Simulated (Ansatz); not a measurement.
CH4BF2Sb, SMILES `FB(F)[CH2][SbH2]`. Charge 0, multiplicity 1. Sb takes the def2 core potential.

```xyz
9

F    -1.966    0.709    0.380
B    -0.745    0.926   -0.088
F    -0.209    2.103    0.208
C     0.017   -0.135   -0.902
Sb    1.158   -1.399    0.476
H    -0.635   -0.822   -1.442
H     0.759    0.284   -1.581
H     1.764   -0.078    1.377
H    -0.143   -1.588    1.571
```

What are the harmonic wavenumbers in cm⁻¹ at PBE0-D4/def2-TZVP (Ansatz, finite differences of forces, unscaled)? (Estimate.)

Ansatz gave: 54, 83, 106, 336, 429, 511, 550, 599, 703, 808, 824, 838, 1015, 1045, 1324, 1402, 1442, 1961, 1967, 3103, 3170.

Is this a minimum?

Yes, all 21 modes are real.

Give the ideal-gas thermochemistry at 298.15 K and 1 bar (rigid rotor, harmonic oscillator; point group Cs, symmetry number 1).

Zero-point energy 133.2 kJ/mol; H(298) − E = 153.5 kJ/mol; entropy 361.7 J/(mol·K), of which translation 174.1, rotation 117.9, vibration 69.6; G(298) − E = 45.7 kJ/mol. Modes under 100 cm⁻¹ are hindered rotations or soft bends, so the harmonic entropy is rough.
